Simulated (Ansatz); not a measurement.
Cost and result for the atomization energy of CH5NO2Zn (`N[CH](O)[Zn][OH]`) (10 atoms, 9 bonds).

Cartesian coordinates in Å:
```
N -1.1090 -0.4463 1.1126
C 0.2180 -0.4142 0.5489
O 1.0415 0.4314 1.3480
Zn 0.2863 0.2150 -1.3147
O 0.3487 0.7632 -3.0078
H -1.8345 -0.6585 0.4453
H -1.1820 -1.0854 1.8962
H 0.7278 -1.3845 0.5976
H 0.4799 1.1719 1.6017
H 1.0234 1.4074 -3.2279
```

The species carries charge 0 and has multiplicity 1. For Zn the d shell is correlated and the shells below it are frozen. Scalar relativity is left out up to krypton. The structure was optimised at the PBE0-D4/def2-TZVP level. It is one conformer, not always the lowest. Program: Ansatz. All runs use 4 threads of an Arm Neoverse V1 on a shared host. Times are those of one run each, without the atoms' runs, and a repeat can differ threefold. Electronic energies, without spin–orbit coupling; frozen cores. CCSD(T)/CBS adds CCSD(T) − MP2 in def2-TZVPP to the MP2 limit, and its time is that of the two runs behind it. T1 = 0.016. With those shells the extrapolation isn't a true limit. B3LYP takes the VWN-RPA correlation (the form of Gaussian; ORCA's B3LYP/G). HSE06 is the plane-wave form, built on full-range PBE exchange.

CCSD(T)/CBS is a level of theory with its own doubt, some kJ/mol a heavy atom from the limit and from the frozen cores, so smaller differences don't rank the functionals.

```json
{"level": "LDA (SPW92)/def2-TZVPP", "functions": "258", "wall time": "1.6 s"}
{"level": "BHLYP-D4/def2-TZVPP", "functions": "258", "wall time": "4.2 s"}
{"level": "HSE06-D4/def2-TZVPP", "functions": "258", "wall time": "4.4 s"}
{"level": "CAM-B3LYP-D4/def2-TZVPP", "functions": "258", "wall time": "4.5 s"}
{"level": "r2SCAN-D4/def2-TZVPP (with forces)", "functions": "258", "wall time": "6.5 s"}
{"level": "B3LYP-D4/def2-TZVPP (with forces)", "functions": "258", "wall time": "6.5 s"}
{"level": "PBE-QIDH/def2-TZVPP", "functions": "258", "wall time": "7.5 s"}
{"level": "ωB97X-V/def2-TZVPP", "functions": "258", "wall time": "9.5 s"}
{"level": "CCSD(T)/def2-SVP", "functions": "112", "wall time": "9.5 s"}
{"level": "ωB97M-V/def2-TZVPP (with forces)", "functions": "258", "wall time": "14 s"}
{"level": "MP2/def2-QZVPP", "functions": "478", "wall time": "26 s"}
{"level": "CCSD(T)/def2-TZVPP", "functions": "258", "wall time": "5.2 min"}
{"level": "CCSD(T)/CBS(def2)", "functions": "–", "wall time": "5.7 min"}
```

What atomization energy does each give, and how far from CCSD(T)/CBS? (Best estimate.)

Ansatz gave: 
| level | atomization (kcal/mol) | difference from CCSD(T)/CBS | per bond |
| --- | --- | --- | --- |
| LDA (SPW92)/def2-TZVPP | 946.0 | 148.2 | 16.5 |
| BHLYP-D4/def2-TZVPP | 752.2 | -45.6 | -5.1 |
| HSE06-D4/def2-TZVPP | 794.6 | -3.2 | -0.4 |
| CAM-B3LYP-D4/def2-TZVPP | 799.5 | 1.7 | 0.2 |
| r2SCAN-D4/def2-TZVPP (with forces) | 798.1 | 0.3 | 0.0 |
| B3LYP-D4/def2-TZVPP (with forces) | 791.2 | -6.6 | -0.7 |
| PBE-QIDH/def2-TZVPP | 785.3 | -12.5 | -1.4 |
| ωB97X-V/def2-TZVPP | 799.2 | 1.4 | 0.2 |
| CCSD(T)/def2-SVP | 731.4 | -66.4 | -7.4 |
| ωB97M-V/def2-TZVPP (with forces) | 798.2 | 0.4 | 0.0 |
| MP2/def2-QZVPP | 811.0 | 13.2 | 1.5 |
| CCSD(T)/def2-TZVPP | 769.7 | -28.1 | -3.1 |
| CCSD(T)/CBS(def2) | 797.8 | 0.0 | 0.0 |

From BLYP to BHLYP (50 % exact exchange), in def2-TZVPP and without D4, the atomization energy moves by −42.4 kcal/mol: exact exchange takes away binding that semilocal exchange gives to molecules. In def2-TZVPP, CCSD(T) changes the Hartree–Fock value by +261.3 kcal/mol (the triples alone add +16.2 kcal/mol) and MP2 by +285.4 kcal/mol; breaking electron pairs costs correlation energy, which Hartree–Fock lacks. Leaving LDA and LC-ωPBE aside and taking each functional with its dispersion term where it has one, the values, not all of them listed here, spread over 69.4 kcal/mol, from BHLYP-D4 to PBE-D4. LDA lies +128.2 kcal/mol from PBE without D4, its usual overbinding.
